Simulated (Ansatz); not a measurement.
Program: Ansatz. Geometries: PBE0-D4/def2-TZVP. ΔE: electronic, gas phase. CBS: MP2 limit from def2 TZ/QZ plus the TZ coupled-cluster correction, frozen cores. This one scheme is used for every species, atoms too. For atomizations the MP2-based limit and the directly extrapolated one differ by several kJ/mol either way, and by 10 to 25 for some Ge, Se and Sn compounds, so smaller differences from it don't rank the levels. DFT in def2-TZVPP. HSE06 is defined as in plane-wave codes. Open shells (•) are unrestricted, without spin–orbit coupling. Spin–orbit coupling would lower the free atoms: a little for C; clearly for Ge. Bonds to Ge are less sure, by a few kJ/mol each and by 10 to 20 or more in all where they break to atoms, as the def2 sets lack core-valence functions. Scalar relativity is left out up to krypton. One conformer a species, not always the lowest.

Reaction (atomization): `C[CH](C)[GeH2][CH](C)C` → 6 C• + Ge• + 16 H•

CCSD(T)/CBS gives +8681.5 kJ/mol.

Task: Another level gave +8665.0 kJ/mol. Which?
A. r2SCANh-D4/def2-TZVPP
B. LC-ωPBE/def2-TZVPP
C. BHLYP-D4/def2-TZVPP
D. HSE06/def2-TZVPP

Result: D. HSE06 8665.0, r2SCANh-D4 8657.6, BHLYP-D4 8507.7, LC-ωPBE 8639.5 kJ/mol.

Largest T1 diagnostic among the species: 0.010.

In def2-TZVPP, CCSD(T) changes the Hartree–Fock value by +1949.7 kJ/mol (the triples alone add +96.5 kJ/mol) and MP2 by +1993.1 kJ/mol; breaking electron pairs costs correlation energy, which Hartree–Fock lacks. From PBE to PBE0 (25 % exact exchange), in def2-TZVPP and without D4, ΔE moves by −62.6 kJ/mol: exact exchange takes away binding that semilocal exchange gives to molecules. Leaving LDA and LC-ωPBE aside and taking each functional with its dispersion term where it has one, the values, not all of them listed here, spread over 267.1 kJ/mol, from BHLYP-D4 to PBE-D4. LDA lies +1050.4 kJ/mol from PBE without D4, its usual overbinding.
